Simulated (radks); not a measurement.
The thallium ion Tl2+ inside a hard spherical wall (all orbitals vanish at R), configuration held at [Xe] 4f14 5d10 6s1 and not refilled when levels cross. Calculated with a radial shooting solver on a logarithmic mesh with Libxc functionals: scalar-relativistic Kohn-Sham, PBE, spin-polarised, spherical densities, finite nucleus; open shells are filled with parallel spins first (spin-orbit coupling, left out, can overturn this in heavy ions); Fermi nuclear charge, rms radius 5.4759 fm. Eigenvalues in eV for spin up, with the zero of energy where the potential of the charges vanishes at infinity; a dash marks a level that is unbound or too diffuse for the functional's potential to be trusted. A positive occupied level is held by the wall or, in an anion where self-interaction has pushed it up, behind a barrier. The pressure on the wall is -dE/dV.

R (bohr) = free: E (hartree) -20239.7484; kinetic (hartree) 22781.886; e(4f) -131.93; e(5p) -94.037; e(5d) -33.320; e(6s) -25.791; e(6p, empty) -16.410; e(7s, empty) -; pressure (GPa) 0
R (bohr) = 20: E (hartree) -20239.7484; kinetic (hartree) 22781.886; e(4f) -131.93; e(5p) -94.037; e(5d) -33.320; e(6s) -25.791; e(6p, empty) -16.410; e(7s, empty) -; pressure (GPa) < 0.0001
R (bohr) = 12: E (hartree) -20239.7484; kinetic (hartree) 22781.886; e(4f) -131.93; e(5p) -94.037; e(5d) -33.320; e(6s) -25.791; e(6p, empty) -16.410; e(7s, empty) -; pressure (GPa) < 0.0001
R (bohr) = 8: E (hartree) -20239.7484; kinetic (hartree) 22781.887; e(4f) -131.93; e(5p) -94.036; e(5d) -33.320; e(6s) -25.790; e(6p, empty) -16.400; e(7s, empty) -8.244; pressure (GPa) 0.000908
R (bohr) = 6: E (hartree) -20239.7473; kinetic (hartree) 22781.901; e(4f) -131.89; e(5p) -93.999; e(5d) -33.286; e(6s) -25.742; e(6p, empty) -16.153; e(7s, empty) -4.808; pressure (GPa) 0.153
R (bohr) = 3: E (hartree) -20239.0137; kinetic (hartree) 22786.311; e(4f) -124.33; e(5p) -87.527; e(5d) -26.943; e(6s) -13.321; e(6p, empty) 4.653; e(7s, empty) 71.576; pressure (GPa) 439
R (bohr) = 2.5: E (hartree) -20237.3309; kinetic (hartree) 22794.667; e(4f) -114.11; e(5p) -79.363; e(5d) -17.853; e(6s) 6.238; e(6p, empty) 31.651; e(7s, empty) 142.11; pressure (GPa) 2240
R (bohr) = 1.5: E (hartree) -20198.8363; kinetic (hartree) 22947.131; e(4f) -21.090; e(5p) 7.989; e(5d) 91.739; e(6s) 262.17; e(6p, empty) 330.46; e(7s, empty) 748.62; pressure (GPa) 141000
